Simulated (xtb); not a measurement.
Pb(Cl)(NH2) (ClH2NPb), SMILES [NH2][Pb][Cl] (connectivity only; charge and spin as stated), neutral, multiplicity 1. All values are semi-empirical tight-binding results from xtb (GFN2-xTB unless named), good for trends rather than for accurate numbers. The structure is a stationary point at GFN2-xTB. The values are those of a single conformer.

Optimised geometry:

```xyz
5

Pb    -0.2631     0.3282     0.0000
Cl     0.2700    -2.1126     0.0000
N      1.7594     0.9628     0.0000
H      2.1101     1.9073     0.0000
H      2.5582     0.3502     0.0000
```

For metal compounds this method's bond lengths and energies can be far off.

```
Property                                       Value
-------------------------------------  -------------
point group as xtb finds it                       Cs
orbital gap                                  2.98 eV
zero-point energy                      15.6 kcal/mol
G − E(el) at 298.15 K (modified RRHO)  -3.6 kcal/mol
```

Computed atomic charges and the Wiberg bond orders between heavy atoms:
charges (e) Pb1 0.64, Cl2 -0.47, N3 -0.47, H4 0.15, H5 0.16. Bond orders Pb1–Cl2 0.84, Pb1–N3 1.24.
